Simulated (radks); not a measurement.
Effect of the nuclear size on the titanium ion Ti15+, [He] 2s2 2p3. Method: Dirac Kohn-Sham, LDA (Slater exchange, Perdew-Wang correlation), spin-unpolarised, spherical densities, finite nucleus; open shells fill j = l - 1/2 first; Fermi nuclear charge, rms radius 3.5921 fm; computed with a radial shooting solver on a logarithmic mesh with Libxc functionals. The rms radius is varied about that value; shifts are against it.

rms radius (fm),total energy shift (eV),density at nucleus (e/bohr^3),1s1/2 shift (meV),2s1/2 shift (meV),2p1/2 shift (meV),2p3/2 shift (meV),3s1/2 (empty) shift (meV)
3.1359,-0.0116,8517,-4.91,-0.483,0.053,0.054,-0.120
3.2868,-0.00793,8505,-3.36,-0.330,0.036,0.037,-0.082
3.5921,0,8482,0.000,0.000,0.000,0.000,0.000
3.8112,0.00611,8466,2.59,0.254,-0.028,-0.028,0.063
4.253,0.0195,8438,8.25,0.811,-0.089,-0.090,0.202

Slopes of the eigenvalues against <r^2> in GHz/fm^2, as finite differences over the two radii next to the reference (eigenvalue slopes, not the field-shift constants of lines): 1s1/2 386, 2s1/2 38.0, 2p1/2 -4.15, 2p3/2 -4.23, 3s1/2 (empty) 9.43.
